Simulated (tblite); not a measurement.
Record of a relaxation.

Compound: C2H5BrF2Si.
Numbering: `[CH3:1][C@@H:2]([F:3])[Si@@H:4]([F:5])[Br:6]` (hydrogens: H7, H8, H9 on C1; H10 on C2; H11 on Si4)

Computed with GFN2-xTB (tblite), gas phase: L-BFGS steps from a force-field or distance-geometry start until the largest atomic force falls under 0.01 eV/Å. 14 of its 88 geometries are shown.

Step 0: E = -604.3622 eV, largest atomic force 1.646 eV/Å
```
atom  x, y, z in Å  |  force x, y, z in eV/Å
C1      1.388    0.104   -0.534    0.090   0.391  -0.425
C2      0.301   -0.341    0.436    1.093  -0.573  -0.121
F3      0.660    0.139    1.681   -0.059   0.072   0.370
Si4    -1.431    0.205    0.044   -1.165   1.074   0.446
F5     -1.806   -0.325   -1.414   -0.057  -0.098  -0.148
Br6    -2.866   -0.701    1.487    0.328   0.190  -0.433
H7      1.196   -0.271   -1.547    0.005   0.063   0.331
H8      1.443    1.205   -0.576   -0.115  -0.421   0.027
H9      2.366   -0.251   -0.201   -0.183  -0.043  -0.030
H10     0.333   -1.438    0.525    0.103  -0.021   0.060
H11    -1.577    1.676    0.073   -0.038  -0.634  -0.077
```

Step 7: E = -604.4390 eV, largest atomic force 0.083 eV/Å
```
atom  x, y, z in Å  |  force x, y, z in eV/Å
C1      1.392    0.108   -0.540    0.008   0.001  -0.009
C2      0.329   -0.359    0.441    0.071  -0.001   0.023
F3      0.656    0.125    1.705    0.061  -0.005   0.042
Si4    -1.438    0.246    0.061   -0.019   0.020  -0.014
F5     -1.816   -0.317   -1.392    0.010   0.009  -0.056
Br6    -2.853   -0.691    1.440   -0.070  -0.032   0.031
H7      1.185   -0.275   -1.536   -0.042  -0.008   0.031
H8      1.423    1.196   -0.578    0.010  -0.033   0.005
H9      2.367   -0.256   -0.219   -0.006   0.045  -0.032
H10     0.372   -1.452    0.537   -0.021  -0.006   0.003
H11    -1.611    1.677    0.054   -0.002   0.010  -0.024
```

Step 13: E = -604.4424 eV, largest atomic force 0.065 eV/Å
```
atom  x, y, z in Å  |  force x, y, z in eV/Å
C1      1.391    0.107   -0.538   -0.024   0.011   0.001
C2      0.337   -0.358    0.455    0.006   0.000  -0.003
F3      0.681    0.116    1.719   -0.008  -0.007  -0.023
Si4    -1.438    0.247    0.064    0.062  -0.002   0.019
F5     -1.808   -0.307   -1.397    0.046   0.005   0.018
Br6    -2.870   -0.694    1.429   -0.011   0.000  -0.016
H7      1.163   -0.282   -1.527   -0.006   0.007   0.008
H8      1.421    1.194   -0.579   -0.019   0.009  -0.015
H9      2.376   -0.246   -0.235   -0.039  -0.019  -0.004
H10     0.374   -1.454    0.544   -0.021   0.028   0.012
H11    -1.620    1.680    0.039    0.012  -0.032   0.004
```

Step 20: E = -604.4448 eV, largest atomic force 0.075 eV/Å
```
atom  x, y, z in Å  |  force x, y, z in eV/Å
C1      1.379    0.110   -0.541   -0.024  -0.024   0.026
C2      0.344   -0.356    0.469   -0.075  -0.002   0.007
F3      0.702    0.113    1.730    0.003  -0.008  -0.045
Si4    -1.427    0.247    0.076   -0.022   0.011  -0.006
F5     -1.766   -0.301   -1.395    0.026  -0.017   0.006
Br6    -2.888   -0.698    1.409    0.010   0.004  -0.019
H7      1.137   -0.284   -1.525   -0.010   0.001  -0.002
H8      1.406    1.197   -0.589    0.002  -0.010   0.005
H9      2.364   -0.247   -0.249    0.040   0.008  -0.016
H10     0.370   -1.453    0.554    0.040   0.023   0.014
H11    -1.616    1.676    0.035    0.009   0.014   0.029
```

Step 27: E = -604.4461 eV, largest atomic force 0.027 eV/Å
```
atom  x, y, z in Å  |  force x, y, z in eV/Å
C1      1.371    0.107   -0.543    0.002  -0.003  -0.001
C2      0.342   -0.357    0.475   -0.013  -0.002   0.023
F3      0.712    0.116    1.730   -0.002   0.023   0.010
Si4    -1.426    0.251    0.080    0.000  -0.012  -0.002
F5     -1.733   -0.305   -1.395   -0.010   0.008  -0.002
Br6    -2.899   -0.700    1.393    0.002   0.004  -0.015
H7      1.118   -0.286   -1.523   -0.004  -0.004  -0.022
H8      1.396    1.194   -0.590   -0.001   0.018  -0.005
H9      2.360   -0.246   -0.263    0.024  -0.013  -0.001
H10     0.376   -1.452    0.565    0.000  -0.009   0.001
H11    -1.611    1.681    0.046    0.002  -0.009   0.015
```

Step 33: E = -604.4466 eV, largest atomic force 0.031 eV/Å
```
atom  x, y, z in Å  |  force x, y, z in eV/Å
C1      1.369    0.104   -0.544    0.007   0.005  -0.012
C2      0.344   -0.356    0.480    0.021   0.004  -0.022
F3      0.711    0.130    1.731    0.000  -0.004  -0.002
Si4    -1.423    0.247    0.079   -0.012  -0.001   0.006
F5     -1.728   -0.301   -1.399   -0.002   0.014  -0.005
Br6    -2.907   -0.702    1.378   -0.012  -0.019   0.006
H7      1.109   -0.287   -1.524    0.001  -0.001   0.008
H8      1.394    1.191   -0.592    0.007  -0.008  -0.002
H9      2.363   -0.249   -0.274   -0.024  -0.004   0.008
H10     0.379   -1.451    0.576    0.012   0.004   0.022
H11    -1.607    1.677    0.064    0.003   0.010  -0.006
```

Step 40: E = -604.4473 eV, largest atomic force 0.023 eV/Å
```
atom  x, y, z in Å  |  force x, y, z in eV/Å
C1      1.367    0.100   -0.549   -0.003  -0.008   0.005
C2      0.346   -0.355    0.484    0.010   0.005  -0.001
F3      0.712    0.151    1.728    0.005   0.018  -0.001
Si4    -1.424    0.242    0.082    0.004   0.006   0.002
F5     -1.724   -0.284   -1.405    0.002   0.007   0.001
Br6    -2.922   -0.718    1.359    0.012  -0.013  -0.004
H7      1.099   -0.291   -1.527    0.003  -0.003   0.016
H8      1.397    1.188   -0.598    0.001  -0.023   0.003
H9      2.359   -0.259   -0.282   -0.014   0.007  -0.002
H10     0.393   -1.446    0.601   -0.010   0.001  -0.018
H11    -1.600    1.674    0.083   -0.007   0.004  -0.001
```

Step 47: E = -604.4480 eV, largest atomic force 0.060 eV/Å
```
atom  x, y, z in Å  |  force x, y, z in eV/Å
C1      1.364    0.091   -0.552   -0.019   0.001   0.007
C2      0.350   -0.347    0.490   -0.050  -0.008   0.033
F3      0.721    0.183    1.723   -0.005  -0.016  -0.002
Si4    -1.423    0.245    0.087    0.012   0.014  -0.009
F5     -1.713   -0.255   -1.411    0.006   0.001  -0.003
Br6    -2.924   -0.753    1.331    0.020   0.000  -0.002
H7      1.084   -0.305   -1.524    0.010  -0.016  -0.031
H8      1.398    1.176   -0.606    0.023   0.033  -0.021
H9      2.355   -0.273   -0.290    0.028  -0.002  -0.004
H10     0.396   -1.437    0.622   -0.010   0.005   0.017
H11    -1.602    1.677    0.104   -0.014  -0.011   0.015
```

Step 54: E = -604.4498 eV, largest atomic force 0.026 eV/Å
```
atom  x, y, z in Å  |  force x, y, z in eV/Å
C1      1.359    0.066   -0.561    0.013  -0.005  -0.003
C2      0.348   -0.324    0.505    0.004   0.005  -0.010
F3      0.730    0.254    1.714   -0.007   0.001  -0.004
Si4    -1.423    0.261    0.090   -0.004  -0.009   0.005
F5     -1.692   -0.179   -1.430    0.016   0.013  -0.001
Br6    -2.900   -0.848    1.267   -0.012   0.014   0.009
H7      1.064   -0.349   -1.521   -0.010  -0.007   0.004
H8      1.416    1.150   -0.645   -0.005  -0.004  -0.011
H9      2.347   -0.309   -0.304    0.013  -0.004   0.019
H10     0.385   -1.407    0.687    0.015   0.004  -0.019
H11    -1.630    1.686    0.173   -0.023  -0.007   0.011
```

Step 60: E = -604.4508 eV, largest atomic force 0.036 eV/Å
```
atom  x, y, z in Å  |  force x, y, z in eV/Å
C1      1.361    0.049   -0.568   -0.004   0.008   0.004
C2      0.350   -0.307    0.511    0.006   0.000   0.002
F3      0.731    0.300    1.705    0.019  -0.003  -0.007
Si4    -1.424    0.268    0.096   -0.009   0.006  -0.006
F5     -1.666   -0.119   -1.443   -0.005  -0.002   0.003
Br6    -2.894   -0.898    1.229   -0.009   0.004  -0.006
H7      1.049   -0.384   -1.516    0.032  -0.012   0.010
H8      1.430    1.129   -0.680   -0.014   0.003   0.002
H9      2.346   -0.332   -0.306   -0.014  -0.003  -0.009
H10     0.390   -1.386    0.718    0.000   0.002  -0.001
H11    -1.667    1.683    0.228   -0.002  -0.003   0.008
```

Step 67: E = -604.4512 eV, largest atomic force 0.021 eV/Å
```
atom  x, y, z in Å  |  force x, y, z in eV/Å
C1      1.360    0.043   -0.571   -0.004  -0.001   0.007
C2      0.352   -0.301    0.513   -0.006  -0.012   0.010
F3      0.742    0.314    1.701   -0.004  -0.003  -0.018
Si4    -1.425    0.271    0.100    0.010   0.019   0.000
F5     -1.657   -0.097   -1.446   -0.006  -0.002   0.007
Br6    -2.898   -0.913    1.210   -0.006  -0.005  -0.004
H7      1.053   -0.404   -1.513    0.000  -0.001  -0.005
H8      1.426    1.122   -0.694    0.001   0.001  -0.012
H9      2.344   -0.336   -0.305    0.010   0.016   0.006
H10     0.391   -1.378    0.728   -0.008   0.000   0.004
H11    -1.683    1.682    0.251    0.013  -0.012   0.003
```

Step 74: E = -604.4516 eV, largest atomic force 0.023 eV/Å
```
atom  x, y, z in Å  |  force x, y, z in eV/Å
C1      1.359    0.031   -0.576   -0.005  -0.003  -0.007
C2      0.354   -0.294    0.517   -0.008   0.012   0.002
F3      0.751    0.345    1.689   -0.006  -0.005   0.022
Si4    -1.425    0.276    0.107    0.005  -0.004  -0.003
F5     -1.649   -0.060   -1.447   -0.003   0.005  -0.010
Br6    -2.902   -0.946    1.171    0.006   0.000   0.002
H7      1.052   -0.433   -1.509   -0.001  -0.017  -0.009
H8      1.423    1.108   -0.722   -0.009  -0.002   0.003
H9      2.345   -0.338   -0.304   -0.001   0.007   0.004
H10     0.391   -1.367    0.755    0.010   0.007  -0.006
H11    -1.692    1.680    0.293    0.012   0.001   0.002
```

Step 80: E = -604.4523 eV, largest atomic force 0.022 eV/Å
```
atom  x, y, z in Å  |  force x, y, z in eV/Å
C1      1.355    0.020   -0.581   -0.002  -0.002   0.006
C2      0.354   -0.286    0.522    0.004  -0.014   0.000
F3      0.755    0.364    1.687    0.005   0.003  -0.009
Si4    -1.425    0.283    0.115    0.013   0.008  -0.011
F5     -1.642   -0.009   -1.448    0.001   0.008  -0.020
Br6    -2.904   -0.978    1.127   -0.001  -0.002   0.015
H7      1.060   -0.490   -1.495   -0.002   0.002   0.000
H8      1.398    1.090   -0.771   -0.010   0.006   0.000
H9      2.349   -0.318   -0.293   -0.004   0.004   0.006
H10     0.394   -1.355    0.770    0.000  -0.012   0.011
H11    -1.689    1.682    0.341   -0.003  -0.001   0.002
```

Step 87: E = -604.4526 eV, largest atomic force 0.010 eV/Å
```
atom  x, y, z in Å  |  force x, y, z in eV/Å
C1      1.353    0.018   -0.582    0.000  -0.004   0.001
C2      0.354   -0.290    0.522    0.004  -0.002   0.001
F3      0.756    0.362    1.686   -0.007  -0.002  -0.004
Si4    -1.423    0.284    0.113    0.000   0.007   0.000
F5     -1.640    0.005   -1.453    0.004   0.005   0.002
Br6    -2.901   -0.978    1.125   -0.004  -0.003   0.005
H7      1.067   -0.506   -1.490    0.005  -0.002  -0.005
H8      1.381    1.087   -0.784   -0.004  -0.001   0.006
H9      2.349   -0.302   -0.285    0.003   0.001  -0.007
H10     0.395   -1.360    0.772   -0.003   0.009   0.002
H11    -1.685    1.682    0.349    0.002  -0.008  -0.003
```

Problem. Summarise the path.

Solution. The energy falls by 0.0904 eV from step 0 to step 87; nine tenths of that is first reached at step 17. It falls at every step. The largest force goes from 1.646 to 0.010 eV/Å. Among the bonds C2–Si4 changes most, from 1.858 to 1.912 Å; the atoms move by 0.261 Å rms after alignment.

Problem. Follow the three bonds and two angles with the largest change from start to end.

Solution. 
```csv
step,E above end (eV),largest force (eV/Å),C2–Si4 (Å),Si4–H11 (Å),Si4–Br6 (Å),C1–C2–Si4 (°),C2–Si4–H11 (°)
0,0.0904,1.646,1.858,1.479,2.228,116.4,112.4
4,0.0205,0.244,1.910,1.437,2.184,115.9,113.0
8,0.0130,0.081,1.907,1.443,2.190,114.8,115.5
11,0.0112,0.071,1.915,1.445,2.194,114.5,115.6
15,0.0096,0.057,1.912,1.442,2.189,114.3,115.9
19,0.0083,0.072,1.911,1.441,2.191,113.7,116.1
23,0.0069,0.036,1.910,1.443,2.189,113.1,116.0
26,0.0066,0.027,1.910,1.443,2.190,113.0,116.0
30,0.0063,0.029,1.910,1.443,2.190,112.8,115.9
34,0.0059,0.024,1.910,1.442,2.189,112.7,115.6
38,0.0055,0.033,1.912,1.443,2.190,112.7,115.1
42,0.0052,0.033,1.910,1.442,2.190,112.6,115.0
45,0.0050,0.033,1.911,1.443,2.190,112.6,114.9
49,0.0041,0.056,1.911,1.443,2.191,112.8,114.8
53,0.0029,0.041,1.910,1.442,2.190,112.7,115.0
57,0.0023,0.060,1.912,1.443,2.190,112.8,115.3
61,0.0017,0.028,1.911,1.441,2.191,113.1,115.5
64,0.0016,0.026,1.912,1.441,2.192,113.1,115.6
68,0.0013,0.023,1.912,1.442,2.191,113.3,115.9
72,0.0011,0.017,1.912,1.441,2.192,113.3,115.7
76,0.0008,0.028,1.913,1.442,2.191,113.4,115.8
79,0.0004,0.037,1.912,1.442,2.191,113.5,115.3
83,0.0001,0.022,1.912,1.441,2.193,113.4,115.0
87,0.0000,0.010,1.912,1.442,2.192,113.2,115.2
```

The cost below is that of the whole relaxation. Time: 0.8 s of wall time. Hardware: one thread of an Arm Neoverse N1, shared host.
